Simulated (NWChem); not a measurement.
Species: C$_{2}$H$_{8}$OSi; SMILES C[SiH](C)O

```xyz
12

Si     0.0730     0.3624     0.0000
C     -0.8394    -0.2045    -1.5392
C     -0.8394    -0.2045     1.5392
O      1.6593    -0.1764     0.0000
H      0.1939     1.8491     0.0000
H     -0.9473    -1.3012    -1.5670
H     -0.3056     0.1073    -2.4504
H     -1.8522     0.2289    -1.5749
H     -0.3056     0.1073     2.4504
H     -0.9473    -1.3012     1.5670
H     -1.8522     0.2289     1.5749
H      1.7934    -1.1279     0.0000
```
Atoms are numbered in this order, from 1.

Results from NWChem. Medium grid unless said otherwise, to which SCAN and Minnesota functionals are sensitive. All runs use the structure optimised with PBE0/def2-SVP. Total energies of different functionals are on different scales.

| level | energy (Ha) | highest occupied level (eV) | orbital gap (eV) | dipole (D) |
|---|---|---|---|---|
| PBE/def2-TZVP | -445.5315 | … | 6.57 | 1.90 |
| B3LYP/def2-TZVP | -445.9160 | -7.96 | 8.32 | 1.92 |
| BLYP/def2-TZVP | -445.8130 | -6.62 | 6.47 | 1.87 |
| LDA (Slater exchange, VWN5)/def2-TZVP | -443.4088 | -6.85 | 6.55 | 1.96 |
| PW6B95/def2-TZVP | -446.3292 | -8.28 | 8.93 | 1.93 |
| r2SCAN/def2-TZVP | -445.7701 | -7.04 | 7.57 | 1.94 |

**Question.** Some entries are withheld; supply them.

**Answer.** 
- PBE/def2-TZVP, highest occupied level (eV): -6.71
